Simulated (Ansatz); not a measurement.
Geometry optimisation, Ansatz, UKS PBE/def2-SVP.

Input:

```yaml
crystal:
  periodic: [false, false, false]
  atoms:
    - { symbol: Sn, position_ang: [0.00062, 1.0e-06, -0.206433] }
    - { symbol: H, position_ang: [-9.1e-05, -2.4e-05, 1.539523] }
    - { symbol: Cl, position_ang: [2.20573, 8.0e-05, -1.064612] }
    - { symbol: Cl, position_ang: [-1.101949, 1.909385, -1.064936] }
    - { symbol: Cl, position_ang: [-1.10183, -1.909439, -1.064967] }
    - { symbol: Si, position_ang: [-2.1e-05, -1.2e-05, 4.191273] }
    - { symbol: H, position_ang: [-0.786506, -1.224682, 4.571692] }
    - { symbol: H, position_ang: [1.453835, -0.068768, 4.571567] }
    - { symbol: H, position_ang: [-0.667387, 1.293459, 4.571594] }
magnetization:
  spin_polarized: true
  initial_magnetization: 1
basis:
  gaussian: { orbitals: def2-SVP }
hamiltonian:
  xc: pbe
relax:
  f_tol: 0.03
  max_steps: 50
output:
  orbitals: {}
```

Command:

```bash
$ ansatz run input.yaml --threads 4 --pin off --max-ram 5120MiB --backend cpu --events-out ev --progress --plain --runs-dir out
```

**Question.** Where does it end, and by what steps?

**Answer.** The forces met the threshold. The force dipped under the threshold on the way, but the program's further checks kept it going. After 11 steps the energy has fallen by 1.082 eV; H2 moved furthest, 0.89 Å. Parted: Sn1–H2 (1.75 → 2.69 Å). Joined: H2–Si6 (2.65 → 1.52 Å).

| step | energy less start (eV) | largest force component (eV/Å) | accepted |
| --- | --- | --- | --- |
| 0 | 0.0000 | 0.424 | yes |
| 1 | -0.1461 | 0.885 | yes |
| 2 | -0.4780 | 1.668 | yes |
| 3 | -0.8838 | 1.334 | yes |
| 4 | -1.0012 | 1.277 | yes |
| 5 | -0.9186 | 1.521 | no |
| 6 | -1.0631 | 0.135 | yes |
| 7 | -1.0782 | 0.101 | yes |
| 8 | -1.0813 | 0.037 | yes |
| 9 | -1.0817 | 0.018 | yes |
| 10 | -1.0816 | 0.017 | no |
| 11 | -1.0817 | 0.018 | yes |

```xyz
9
Properties=species:S:1:pos:R:3
Sn 0.000 0.000 -0.261
H 0.000 0.000 2.432
Cl 2.247 0.000 -1.113
Cl -1.123 1.945 -1.114
Cl -1.122 -1.946 -1.114
Si 0.000 0.000 3.954
H -0.771 -1.200 4.421
H 1.424 -0.068 4.421
H -0.653 1.267 4.421
```

Whether the end is a true minimum wasn't checked by a vibrational analysis.

Time of the run: 30 s on 4 threads of Arm Neoverse V1, with other jobs on the host, peak memory 0.22 GiB.
